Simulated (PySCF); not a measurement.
What settings do to a single point of [Bi3]3+

The sound run of [Bi3]3+ (triplet) uses PySCF 2.14.0, UKS PBE0, Bi def2-SVP with ECP60; non-relativistic Hamiltonian with scalar-relativistic core potentials where named; density fitting; no spin-orbit coupling, grid (50, 194), threshold 1e-8 Eh and 55 cycles, at the relaxed geometry:

```xyz
3

Bi    1.6767   -0.0001    0.0000
Bi   -0.8383    1.7757    0.0000
Bi   -0.8385   -1.7756    0.0000
```

There Bi1 has a Mulliken charge of 0.88 e and the dipole about the centre of mass is 1.06 D. Each run below changes one thing and starts from free metal ions and neutral atoms unless it says otherwise; with 55 cycles, smearing, a level shift and second-order steps follow where DIIS fails, and their cycles count. Energy shifts count from the sound run.

| change | outcome | cycles | energy shift (eV) | largest force component (eV/Å) | charge on Bi1 (e) | dipole about the centre of mass (D) |
| --- | --- | --- | --- | --- | --- | --- |
| start from a density of up to 30 smeared cycles (not counted) | converged | 10 | 0.0000 | 0.00 | 0.88 | 1.06 |
| grid (10, 14) | converged | 12 | 68.52 | 2.37 | 0.81 | 1.69 |

How does the run with this change end: all coordinates × 0.94?

outcome converged, cycles 11, energy shift (eV) 0.26, largest force component (eV/Å) 2.16, charge on Bi1 (e) 0.87, dipole about the centre of mass (D) 1.05.

Unsound on purpose, so not properties of the compound: grid (10, 14).

Started from ions, an open shell can land on another state than the sound run's, and that then enters the shifts.

Forces carry noise of the integration grid, about 0.01 to 0.03 eV/Å.

Open shells may have lower solutions than the one found.
